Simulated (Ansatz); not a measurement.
One change: `C[CH]([AlH2])[AlH][SiH3]` becomes `C[CH](F)[AlH2]`.

Ansatz, PBE0-D4/def2-TZVP geometries, multiplicity 1. Each molecule was computed in one conformer, which needn't be the lowest.

```json
{"property": "LUMO energy (B3LYP/def2-TZVPP) / eV", "`C[CH]([AlH2])[AlH][SiH3]`": "-2.22"}
{"property": "HOMO–LUMO gap (PBE0/def2-TZVPP) / eV", "`C[CH]([AlH2])[AlH][SiH3]`": "5.03"}
{"property": "size of the dipole moment (B3LYP/def2-TZVPP) / D", "`C[CH]([AlH2])[AlH][SiH3]`": "1.14"}
{"property": "HOMO–LUMO gap (ωB97M-V/def2-TZVPP) / eV", "`C[CH]([AlH2])[AlH][SiH3]`": "8.66"}
{"property": "HOMO energy (PBE0/def2-TZVPP) / eV", "`C[CH]([AlH2])[AlH][SiH3]`": "-7.08"}
{"property": "HOMO–LUMO gap (PBE/def2-TZVPP) / eV", "`C[CH]([AlH2])[AlH][SiH3]`": "3.22"}
```

Give the same properties after the change, and the shifts. (An estimate is asked.)

Computed: 
```csv
property,`C[CH](F)[AlH2]`,shift
LUMO energy (B3LYP/def2-TZVPP) / eV,-1.85,0.37
HOMO–LUMO gap (PBE0/def2-TZVPP) / eV,5.86,0.83
size of the dipole moment (B3LYP/def2-TZVPP) / D,1.64,0.50
HOMO–LUMO gap (ωB97M-V/def2-TZVPP) / eV,9.69,1.03
HOMO energy (PBE0/def2-TZVPP) / eV,-7.47,-0.39
HOMO–LUMO gap (PBE/def2-TZVPP) / eV,3.72,0.50
```

With PBE0 the HOMO falls by 0.39 eV and the LUMO rises by 0.44 eV, so the gap widens by about 0.83 eV. PBE moves the HOMO by -0.09 eV and ωB97M-V by -0.60 eV. Dipoles are sizes alone; their direction can turn.

B3LYP here is the variant with VWN-RPA as its local correlation; programs differ in this.
